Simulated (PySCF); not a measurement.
# Polarisability and C₆ of Mn²⁺ (manganese, charge +2)

[Ar] 3d4 4s1, high-spin 6D determinant (an excited configuration). Computed with PySCF 2.14 in def2-TZVPPD (6s6p4d2f1g, 67 functions), with the non-relativistic Hamiltonian (point nucleus). Coupled (time-dependent) response in atomic units; α is the mean over directions.

| method | mean α (bohr³) | α xx, yy, zz | C₆ (like pair) | S(−4) |
| --- | --- | --- | --- | --- |
| UHF | 25.27 | 25.69, 25.69, 24.44 | 108.8 | 614.3 |
| PBE | 19.45 | 19.77, 19.77, 18.80 | 78.43 | 341.8 |
| PBE0 | 20.85 | 21.23, 21.23, 20.10 | 85.44 | 400.8 |
| TPSSh | 22.08 | 22.54, 22.54, 21.14 | 92.47 | 450.1 |

S(−4) is the Cauchy moment in α(ω) = α(0) + S(−4) ω² + …

α(iu) at PBE0:

```
u (hartree)  α(iu) (bohr³)
          0          20.85
     0.0500          19.90
      0.100          17.55
      0.200          12.21
      0.300          8.481
      0.500          4.855
      0.750          3.098
       1.00          2.289
       1.50          1.518
       2.00          1.122
       3.00         0.6940
       5.00         0.3358
```

A single London oscillator, α(iu) = α/(1 + u²/ω²), gives C₆ = (3/4) ω α². Matching the computed C₆ needs ω = 4 × 85.44 / (3 × 20.85²) = 0.262 hartree.

For an ion, C₆ is the dispersion term alone; charge-induced terms of lower order in 1/R come first.

The components differ because the open shell of this determinant is not spherical; for a pure term their mean is the scalar polarisability.
